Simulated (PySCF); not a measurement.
# TDDFT excited states: C4H5F3SSi

C₄H₅F₃SSi.
SMILES with atom numbers: `[CH:1]#[C:2][CH2:3][S:4][SiH2:5][C:6]([F:7])([F:8])[F:9]` (hydrogens: H10 on C1; H11, H12 on C3; H13, H14 on Si5)

The calculation used PySCF 2.14.0, density-fitted response routines, TDDFT CAM-B3LYP/def2-SVPD, vertical, gas phase, core orbitals frozen in the response. Geometry: GFN2-xTB, one conformer, isolated molecule. GFN2-xTB frequencies show an imaginary mode (24i cm⁻¹), so this geometry is no minimum at that level. Torsions of this conformer, `[CH:1]#[C:2][CH2:3][S:4][SiH2:5][C:6]([F:7])([F:8])[F:9]`: C2–C3–S4–Si5 -61°, C3–S4–Si5–C6 -176°, S4–Si5–C6–F7 6°.

List the vertical singlet excitations with oscillator strengths and describe the spectrum.

| state | λ (nm) | E (eV) | f | main configurations (H = HOMO, L = LUMO) |
| --- | --- | --- | --- | --- |
| S1 | 228.4 | 5.43 | 0.0008 | H→L (82%), H→L+1 (9%) |
| S2 | 203.4 | 6.10 | 0.026 | H→L+1 (85%), H→L (9%) |
| S3 | 197.3 | 6.29 | 0.0018 | H-2→L+1 (37%), H-1→L+1 (18%), H-2→L (9%) |
| S4 | 187.8 | 6.60 | 0.0047 | H→L+2 (16%), H-1→L (14%), H→L+3 (13%) |
| S5 | 187.5 | 6.61 | 0.025 | H-1→L+1 (24%), H-2→L (18%), H-1→L (11%) |
| S6 | 180.7 | 6.86 | 0.0005 | H→L+2 (30%), H→L+3 (29%), H-1→L (12%) |
| S7 | 174.4 | 7.11 | 0.0029 | H-1→L (33%), H→L+3 (15%), H→L+2 (10%) |
| S8 | 170.6 | 7.27 | 0.037 | H→L+2 (26%), H→L+3 (18%), H-2→L (18%) |

Triplets (Tamm–Dancoff): T1 4.93 eV, H→L (56%), H→L+1 (27%); T2 5.28 eV, H-1→L+1 (23%), H→L (12%), H-1→L (10%); T3 5.66 eV, H→L+1 (49%), H→L (16%).

The lowest singlet comes at 228 nm (524 kJ/mol) in the ultraviolet; it is very weak; its leading configuration is HOMO→LUMO (82%). The most intense listed level is S8 at 7.27 eV (171 nm, f = 0.037), 1.84 eV above S1. It is the last of those listed, so stronger ones may follow. S4/S5 lie within about 0.01 eV of each other. Löwdin shares by element: HOMO sulfur 69%, carbon 12% or more, silicon 9%; LUMO sulfur 34%, silicon 19%, carbon 19% or more (atoms not listed hold the other 28%). The listed states span 1.84 eV, and the widest gap between neighbours is 0.67 eV (S1 to S2). Of the 8 states listed, 3 reach f = 0.01 and 1 stays under 0.0005. Weighted by f, the mean energy of these states is 6.72 eV. Only the lowest 8 singlets were computed, as vertical energies without vibronic structure.
